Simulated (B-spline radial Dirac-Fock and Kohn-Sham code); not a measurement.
Magnetic form factor of the 4d shell of Ag³⁺

System: the Ag³⁺ ion in the configuration [Kr] 4d8, inside a Watson sphere of charge -3 and radius 3 Å (a model of the Madelung potential; inside it an electron's potential energy is raised by 14.4 eV).

Input file task.json (cfg lists n, l and occupation; rrms is the nuclear radius in fm):

```json
{"items": [{
  "Z": 47,
  "q": 3,
  "cfg": [[1, 0, 2], [2, 0, 2], [2, 1, 6], [3, 0, 2], [3, 1, 6], [3, 2, 10], [4, 0, 2], [4, 1, 6], [4, 2, 8]],
  "A": 107,
  "rrms": 4.5454,
  "watson": [-3, 3.0],
  "do": ["scatter"],
  "s": [0.0, 0.05, 0.1, 0.15, 0.2, 0.25, 0.3, 0.35, 0.4, 0.45, 0.5, 0.6, 0.7, 0.8, 0.9, 1.0, 1.1, 1.2, 1.4, 1.6, 1.8, 2.0, 2.5, 3.0, 3.5, 4.0, 5.0, 6.0],
  "pz": [0, 0.1, 0.14, 0.21, 0.3, 0.43, 0.61, 0.88, 1.3, 1.8, 2.6, 3.7, 5.4, 7.7, 11.0, 16.0, 23.0, 33.0, 47.0, 67.0, 97.0],
  "hv_scatter": [5000, 8047.8, 10000, 20000, 100000, 200000, 500000, 1000000]
}]}
```

Command: `python xray_run.py task.json out`

Method: configuration-average Dirac-Fock orbitals. Computed with a radial B-spline solver. ⟨j_K⟩ is the integral of the 4d radial density with the spherical Bessel function j_K(4πsr), s = sin θ/λ.

| s (Å⁻¹) | ⟨j0⟩ | ⟨j2⟩ | ⟨j4⟩ |
| --- | --- | --- | --- |
| 0 | 1.0000 | 0.0000 | 0.0000 |
| 0.05 | 0.9672 | 0.0130 | 0.0001 |
| 0.1 | 0.8752 | 0.0484 | 0.0011 |
| 0.15 | 0.7417 | 0.0965 | 0.0048 |
| 0.2 | 0.5887 | 0.1457 | 0.0129 |
| 0.25 | 0.4370 | 0.1861 | 0.0258 |
| 0.3 | 0.3017 | 0.2121 | 0.0422 |
| 0.35 | 0.1908 | 0.2220 | 0.0602 |
| 0.4 | 0.1066 | 0.2177 | 0.0776 |
| 0.45 | 0.0474 | 0.2024 | 0.0925 |
| 0.5 | 0.0092 | 0.1799 | 0.1035 |
| 0.6 | -0.0222 | 0.1269 | 0.1131 |
| 0.7 | -0.0202 | 0.0776 | 0.1078 |
| 0.8 | -0.0060 | 0.0401 | 0.0932 |
| 0.9 | 0.0089 | 0.0156 | 0.0745 |
| 1 | 0.0200 | 0.0020 | 0.0556 |
| 1.1 | 0.0263 | -0.0039 | 0.0388 |
| 1.2 | 0.0284 | -0.0048 | 0.0250 |
| 1.4 | 0.0247 | 0.0002 | 0.0073 |
| 1.6 | 0.0170 | 0.0065 | -0.0001 |

Radial moments of the shell: ⟨r²⟩ = 1.814, ⟨r⁴⟩ = 5.796, ⟨r⁶⟩ = 30.01 in powers of bohr.
